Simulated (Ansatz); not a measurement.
`[CH3][Sn][OH]` + H–F → `[CH3][Sn][F]` + H₂O  (ligand exchange at the Sn–O bond)

Calculated with Ansatz (gas phase, PBE0-D4/def2-TZVP geometries, no zero-point term in ΔE). CCSD(T)/CBS is the MP2 limit (def2-TZVPP, def2-QZVPP) plus CCSD(T) − MP2 in def2-TZVPP, frozen cores. This one scheme is used for every species. DFT in def2-TZVPP. def2 core potentials past Kr. For Sn outer-core shells are correlated without core-valence functions, which leaves a few kJ/mol of doubt a bond. Each species was taken in one conformer, which may not be the lowest.

```
 level  ΔE (kJ/mol)
B97M-V        -45.2
r2SCAN        -41.4
```

Question: What does CCSD(T)/CBS give? (Best estimate.)

Answer: Ansatz gave: -36.9 kJ/mol. The listed levels differ from it by -8.3, -4.5 kJ/mol.

Largest T1 diagnostic among the species: 0.016.

The D4 term adds +3.2 kJ/mol with B3LYP and +1.7 kJ/mol with PBE0; it sums over pairs of atoms, weighted by their polarisabilities, and B3LYP, whose exchange is more repulsive, gets the larger term. Leaving LDA and LC-ωPBE aside and taking each functional with its dispersion term where it has one, the values, not all of them listed here, spread over 9.1 kJ/mol, from B97M-V to PBE-QIDH. LDA lies +6.5 kJ/mol from PBE without D4.

B3LYP here is the variant with VWN-RPA as its local correlation; programs differ in this.
